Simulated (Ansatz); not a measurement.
Mulliken charges of CH₆BFSn (`[BH2][SnH2][CH2]F`) from ωB97M-V/def2-TZVPP in Ansatz (PBE0-D4/def2-TZVP geometry).

```csv
atom,x (Å),y (Å),z (Å),charge (e)
B1,-1.452,0.917,-1.128,-0.219
Sn2,-0.355,-0.768,-0.129,0.398
C3,1.374,-0.009,0.954,-0.211
F4,2.143,0.784,0.111,-0.242
H5,-1.932,0.796,-2.213,0.098
H6,-1.576,1.962,-0.563,0.094
H7,0.188,-1.991,-1.194,-0.092
H8,-1.364,-1.517,1.040,-0.089
H9,1.057,0.602,1.803,0.130
H10,2.000,-0.826,1.320,0.133
```

Q: By hand: the dipole of these point charges (1 e Å = 4.8032 D).

A: Σ q r = (-0.462, -0.145, 0.125) e Å, of length 0.500 e Å = 2.40 D.

Q: How does the dipole of the full density compare? (Estimate.)

A: Computed: (-0.235, -0.051, 0.134) e Å, 1.32 D; the point charges give 1.82 times that, at 15° from its direction.

Point charges leave out the atoms' own dipoles, such as those of lone pairs, and Mulliken's split depends on the basis, so the two needn't agree.
